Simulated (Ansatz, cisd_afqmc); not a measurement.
Species: GaCl, charge 0, triplet. GaCl (SMILES [Ga][Cl], triplet).
B3LYP-D3(BJ)/def2-TZVP minimum from Ansatz (a quantum-chemistry and plane-wave program):
```xyz
2

Ga     0.0000     0.0000    -0.7780
Cl     0.0000     0.0000     1.4187
```
Charge 0, spin multiplicity 3.

Total energies in def2-SVP, 10 correlated electrons, 19 frozen orbitals. Open shells are spin-unrestricted; no spin-orbit coupling. Cores are frozen in correlated methods (noble-gas shells, and filled d and f shells in the p block). No relativity. The Monte Carlo rows (phaseless AFQMC, CISD trial, step 0.005/hartree) carry one-sigma bars that omit the constraint's bias. Outlying blocks are dropped, and bars are widened where a walk drifts. Over all cases where full CI ran beside it in this data, AFQMC minus full CI had a median of +0.1 mEh and passed +0.4 mEh in a tenth of the cases. The spin of ClGa ([Cl][Ga], triplet) was assumed, and the state is the lowest solution found for it.

```
method         program          energy (Eh)  minus CCSDTQ (mEh)
----------  ----------  -------------------  ------------------
HF              Ansatz          -2382.32781              179.40
MP2             Ansatz          -2382.48458               22.63
CCSD            Ansatz          -2382.50191                5.30
CCSD(T)         Ansatz          -2382.50622                0.99
CCSDT(Q)        Ansatz          -2382.50725               -0.04
CCSDTQ          Ansatz          -2382.50721                0.00
AFQMC/CISD  cisd_afqmc  -2382.5071 ± 0.0002           0.1 ± 0.2
```

Rough core times of Ansatz's runs on a shared machine: CCSD(T) under 20 s, CCSDT(Q) 30 s, CCSDTQ 20 min.
